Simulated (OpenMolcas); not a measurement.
An OpenMolcas run meant for Ta2+ (ANO-RCC-VQZP, DKH2; inactive shells 1s 2s 2p 3s 3p 3d 4s 4p 4d 4f 5s 5p; intended active space 3 electrons in 5 orbitals (5d)). One step of its input:

```
&RASSCF
FileOrb=start.orb
Symmetry=1
Spin=4
nActEl=3 0 0
Inactive=15 19
Ras2=5 0
CIRoot=10 10 1
SDav=10
CIMx=300
Iter=86 100
PrWF=0.3
OrbListing=Nothing
MaxOrb=0
Atom
Thrs=1.0e-2 5.0e-1 5.0e-1
```

The run finished. Its levels beside those of a sound run (CASSCF), in cm⁻¹ above each run's lowest level:

```tsv
Level	This run	Usual run
5d³ ⁴F_3/2	0.0	0.0
5d³ ⁴F_5/2	2142	2409
5d³ ⁴F_7/2	4665	4949
5d³ ⁴F_9/2	7349	7311
5d³ ⁴P_3/2 [60 %]	12864	11719
5d³ ⁴P_1/2	12730	12575
5d³ ²G_7/2	21450	14759
5d³ ⁴P_5/2	15649	16031
5d³ ²D_3/2(1) [51 %]	23617	18362
5d³ ²P_1/2	25507	19426
5d³ ²H_11/2	27325	20643
5d³ ²D_5/2(1)	29052	22646
5d³ ²P_3/2 [58 %]	31166	25011
5d³ ²F_7/2	35978	29444
```

Task: Which setting is unsound, and how much does it matter here?

Result: The convergence thresholds are far too loose, so the orbitals stop early. Against the sound run the excited levels shown move by 3500 cm-1 on average and by 6700 cm-1 at most.

Configurations with an s electron lie low in 5d ions of this charge, fall among these levels and mix in, so low-spin terms can stand far too high, up to twice their true height, and weights are not those of the real levels. Without dynamic correlation excited terms often stand tens of per cent too high (terms of higher spin than the ground term too low), and those without a measured partner can miss by more than the paired ones. Levels of configurations outside the active space are missing.

A share in square brackets marks a mixed level and gives the weight of the term that names it, the lowest over the columns. A number in round brackets counts repeated terms of one configuration in the order of the reference energies.
